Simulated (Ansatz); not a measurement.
`COB(S)Br`, 9 atoms. The species carries charge 0 and has multiplicity 1. Correlated methods include outer-core shells of Br, which these sets cover unevenly. Scalar relativity is left out up to krypton. All runs use 4 threads of a server CPU on a shared host. Correlated methods freeze the cores.

Give the basis size and wall time and peak host memory of each of these runs in Ansatz. RKS PBE0-D4/def2-TZVP relaxation (9 steps); RKS ωB97M-V/def2-SVP energy; RKS BHLYP-D4/def2-TZVPP energy; RKS PBE0-D4/def2-SVP energy; RHF-MP2/def2-QZVPP energy; RKS r2SCANh-D4/def2-TZVPP energy; RKS B97M-V/def2-TZVPP energy; RHF-CCSD(T)/def2-TZVPP energy; RKS PBE0-D4/def2-QZVPP energy; direct RPA on PBE orbitals/def2-TZVPP energy; RKS ωB97M-V/def2-QZVPP energy; RKS r2SCAN-D4/def2-TZVPP energy and forces. (Best estimate.)

Computed: Other jobs shared the machine, so times are rough.

```tsv
level	job	functions	wall time	peak host memory (GiB)
RKS PBE0-D4/def2-SVP	energy	112	1.4 s	0.27
RKS BHLYP-D4/def2-TZVPP	energy	239	3.7 s	0.74
RKS r2SCAN-D4/def2-TZVPP	energy and forces	239	4.5 s	0.37
RKS ωB97M-V/def2-SVP	energy	112	4.6 s	0.38
direct RPA on PBE orbitals/def2-TZVPP	energy	239	4.9 s	0.57
RKS r2SCANh-D4/def2-TZVPP	energy	239	5.5 s	0.72
RKS B97M-V/def2-TZVPP	energy	239	8.5 s	0.43
RKS PBE0-D4/def2-QZVPP	energy	450	11 s	1.8
RKS ωB97M-V/def2-QZVPP	energy	450	20 s	2.2
RHF-MP2/def2-QZVPP	energy	450	25 s	2.7
RKS PBE0-D4/def2-TZVP	relaxation (9 steps)	202	39 s	0.63
RHF-CCSD(T)/def2-TZVPP	energy	239	2.2 min	4.7
```
